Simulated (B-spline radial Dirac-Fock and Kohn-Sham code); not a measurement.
## The M5 (3d5/2) hole of promethium ions: width and yield against charge

Calculated with an atomic code on a B-spline grid, using a relativistic independent-particle model: LDA orbitals of the hole state, radiative multipoles to third order, Auger rates from the Coulomb interaction with a continuum orbital, Dirac-Fock energies. Tabulated ground configurations, configuration averages; single configurations, so decays that open only by mixing (as 1s 2s² with 1s 2p² in Be-like ions) are missing and such tiny yields are far too low.

```
 ion          configuration  radiative (eV)  non-radiative (eV)    yield
  Pm           [Xe] 4f5 6s2         0.00347               0.883  0.00392
 Pm⁺           [Xe] 4f5 6s1         0.00348               0.883  0.00393
Pm²⁺               [Xe] 4f5         0.00349               0.884  0.00394
Pm³⁺               [Xe] 4f4         0.00314               0.883  0.00354
Pm⁴⁺               [Xe] 4f3         0.00267               0.880  0.00303
Pm⁵⁺  [Kr] 4d10 4f3 5s2 5p5         0.00270               0.880  0.00306
Pm⁶⁺  [Kr] 4d10 4f3 5s2 5p4         0.00273               0.880  0.00309
Pm⁷⁺  [Kr] 4d10 4f3 5s2 5p3         0.00276               0.879  0.00313
```
